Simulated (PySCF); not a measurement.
All numbers come from PySCF, PBE0, basis Bi def2-TZVP with ECP60, O def2-TZVP (scalar-relativistic core potentials, no spin–orbit coupling, density fitting).

Each entry is the lowest minimum that a search over a few typed start shapes (and spin states, where more than one is plausible) found, or that minimum re-optimised at the stated level; isomers with ligand–ligand bonds, or fragments after loss of a ligand pair, can lie lower. Open shells are unrestricted.

BiO₂ is a doublet of Cs symmetry with Bi–O 1.886 Å, Bi–O 2.069 Å; O–Bi–O 100.6°. Its wavenumbers are 159, 517, 805 cm⁻¹.

**Question.** What changes when one electron is removed, giving BiO₂⁺?

**Answer.** It costs 10.32 eV between the minima (10.34 eV with zero-point energy). BiO₂⁺ is a singlet of D∞h symmetry with Bi–O 1.842 Å (×2); O–Bi–O 180.0°; wavenumbers 112 (×2), 779, 853 cm⁻¹.

Spin–orbit coupling, left out here, can matter for elements this heavy.
